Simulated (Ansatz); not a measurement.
One change: `CC/C=C/[SiH3]` becomes `CC/C=C/N`.

Ansatz, PBE0-D4/def2-TZVP geometries, multiplicity 1. Each molecule was computed in one conformer, which needn't be the lowest.

```
                                          property  `CC/C=C/[SiH3]`
                 HOMO energy (PBE/def2-TZVPP) / eV            -6.44
              HOMO–LUMO gap (PBE0/def2-TZVPP) / eV             7.31
             HOMO energy (ωB97M-V/def2-TZVPP) / eV            -9.74
                LUMO energy (PBE0/def2-TZVPP) / eV            -0.22
size of the dipole moment (ωB97M-V/def2-TZVPP) / D             1.41
             LUMO energy (ωB97M-V/def2-TZVPP) / eV             1.83
```

(1) What does the change do to each property? (Estimate.)

Results:

(1) Ansatz gave: 
| property | `CC/C=C/N` | shift |
| --- | --- | --- |
| HOMO energy (PBE/def2-TZVPP) / eV | -4.60 | 1.84 |
| HOMO–LUMO gap (PBE0/def2-TZVPP) / eV | 6.82 | -0.49 |
| HOMO energy (ωB97M-V/def2-TZVPP) / eV | -7.94 | 1.80 |
| LUMO energy (PBE0/def2-TZVPP) / eV | 1.08 | 1.30 |
| size of the dipole moment (ωB97M-V/def2-TZVPP) / D | 1.39 | -0.02 |
| LUMO energy (ωB97M-V/def2-TZVPP) / eV | 2.63 | 0.80 |

With PBE0 the HOMO rises by 1.80 eV and the LUMO rises by 1.30 eV, so the gap narrows by about 0.50 eV. PBE moves the HOMO by 1.84 eV and ωB97M-V by 1.80 eV. Dipoles are sizes alone; their direction can turn.
